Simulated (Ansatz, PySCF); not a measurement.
CH5ClFNOSi, singlet, at a GFN2-xTB geometry, atoms displaced at random by about 0.03 Å a coordinate. Base run: PySCF with R2SCAN/STO-3G, gradient.

Here is a job for PySCF.
```python
from pyscf import gto, scf, dft

mol = gto.Mole()
mol.atom = '''
    C    -2.00344701   -0.38000630   -1.39917377
    O    -1.17646856    0.56488748   -0.73712208
    Si    0.26965807    0.25192320   -0.01331766
    N     1.45986832   -0.29918782   -1.17080425
    F     0.57281607    1.76596540    0.50537024
    Cl    0.25540852   -0.97230127    1.48919688
    H    -1.52949194   -0.84576123   -2.24740946
    H    -2.37757942   -1.21662768   -0.68673027
    H    -2.87615698    0.14807987   -1.68762460
    H     2.36832404   -0.61278363   -0.81230668
    H     1.55812449    0.18598241   -2.06104248
'''
mol.basis = 'sto-3g'
mol.verbose = 3
mol.build()

mf = dft.RKS(mol)
mf.xc = 'r2scan'
mf.kernel()
g = mf.nuc_grad_method()
grad = g.kernel()
```

Programs used: Ansatz (a quantum-chemistry and plane-wave program), PySCF; a row that names a program was run with it.

The coordinate followed is y of atom 6.

The base run was repeated with changes; each row names its change, and settings that it needs were set with it.

| change | dE/dx (Eh/bohr) | net force (Eh/bohr) |
|---|---|---|
| base | 0.065353 | 0.007995 |
| finite difference step (bohr) = 0.2; conv_tol = 1e-11 | 0.064386 | - |
| finite difference step (bohr) = 1e-4; conv_tol = 1e-11 | 0.063644 | - |
| conv_tol = 1e-6 | 0.065355 | 0.007995 |
| grids.level = 5; grid_response = off | 0.063372 | 0.000512 |
| finite difference step (bohr) = 0.01; conv_tol = 1e-11 | 0.063646 | - |
| grids.level = 0; grid_response = off | 0.079021 | 0.117453 |
| finite difference step (bohr) = 1e-3; conv_tol = 1e-11 | 0.063644 | - |
| code = ansatz | 0.063641 | 0.000000 |
| finite difference step (bohr) = 0.05; conv_tol = 1e-11 | 0.063690 | - |
| grids.level = 0; grid_response = on | 0.060821 | 0.000000 |
| density fitting = on; auxbasis_response = off | 0.065167 | 0.012911 |

The net force is zero for an exact gradient.
